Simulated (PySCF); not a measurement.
FNa (SMILES [F][Na]), singlet, at a GFN2-xTB geometry (such geometries of metal compounds can be far from the true shape). Base run: BLYP/6-31G** (PySCF).

Input for PySCF:
```python
from pyscf import gto, scf, dft

mol = gto.M(
    atom='''
Na   -0.00000000   -0.00000000   -0.78691227
F     0.00000000    0.00000000    0.96178167
''',
    basis='6-31g**',
    verbose=4,
    symmetry=True,
)

mf = dft.RKS(mol)
mf.xc = 'blyp'
mf.kernel()
mf.analyze()
```

The base run was repeated with changes; each row names its change, and settings that it needs were set with it.

```json
[
 {"change": "base", "ΔE vs base (mEh)": "0.000", "point group used": "Coov", "SCF cycles": "9"},
 {"change": "symmetry_subgroup = C2v", "ΔE vs base (mEh)": "0.000", "point group used": "C2v", "SCF cycles": "9"},
 {"change": "symmetry = off", "ΔE vs base (mEh)": "0.000", "point group used": "C1", "SCF cycles": "9"}
]
```
